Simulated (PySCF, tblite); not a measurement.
Isomers of C6H5FN (doublet state), one GFN2-xTB conformer each. Single-point energies are computed at B3LYP/pcH-1 (PySCF, gas phase, no added dispersion term), electronic only. GFN2-xTB treats the open shell by occupation alone, and not every SCF solution was tested for stability.

```tsv
SMILES	GFN2-xTB relative energy (kJ/mol)
[H]/[C]=C\C(C)=C(/F)C#N	233.1
C=[C]c1cc(F)c[nH]1	0.0
```

Conformers: `[H]/[C:1]=[CH:2]\[C:3]([CH3:4])=[C:5](/[F:6])[C:7]#[N:8]` (doublet state) with C1–C2–C3–C4 0°.

Question: What does B3LYP/pcH-1 give for the same structures?

Answer: 
| SMILES | B3LYP/pcH-1 E (Eh) | B3LYP/pcH-1 (kJ/mol) | GFN2-xTB (kJ/mol) | point group |
| --- | --- | --- | --- | --- |
| C=[C]c1cc(F)c[nH]1 | -386.15695 | 0.0 | 0.0 | Cs |
| [H]/[C]=C\C(C)=C(/F)C#N | -386.12139 | 93.4 | 233.1 | Cs |

Both levels put the same isomer lowest. As drawn, the lower has an N–H bond, which the higher lacks.

Question: What happens when harmonic zero-point energies from GFN2-xTB frequencies are added?

Answer: 
```tsv
SMILES	ZPE (kJ/mol)	electronic (kJ/mol)	with ZPE (kJ/mol)
C=[C]c1cc(F)c[nH]1	236.5	0.0	0.0
[H]/[C]=C\C(C)=C(/F)C#N	230.6	93.4	87.5
```

The zero-point energies span 5.9 kJ/mol. The order is unchanged.
